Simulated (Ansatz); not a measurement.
The molecule NaP-, multiplicity 4 (lowest of 2S+1 = 2, 4 at CCSD(T)/def2-TZVPP on PBE0 minima; our sources give no spin for the ground state, which may be another).

The constants come from a fifth-degree fit in 1/R (seven points, main isotopes). Runs in def2 and cc sets follow the lowest solution found near the PBE0 minimum.

Correlated levels freeze the inner cores; with def2 sets outer-core shells near the valence are correlated too.

The values were computed with Ansatz (Gaussian basis) for Hartree–Fock, density functionals and correlated methods. Values without a source in brackets are computed.

Task: What bond length and harmonic frequency does B97M-V/def2-TZVPP give?

Result: r_e = 2.830 Å, ω_e = 198 cm⁻¹.

Task: What bond length and harmonic frequency does B2PLYP/def2-TZVPP give?

Result: r_e = 2.815 Å, ω_e = 212 cm⁻¹.

Task: What bond length and harmonic frequency does CCSD(T)/def2-QZVPP give?

Result: r_e = 2.792 Å, ω_e = 218 cm⁻¹.

Ansatz is a first-principles code.
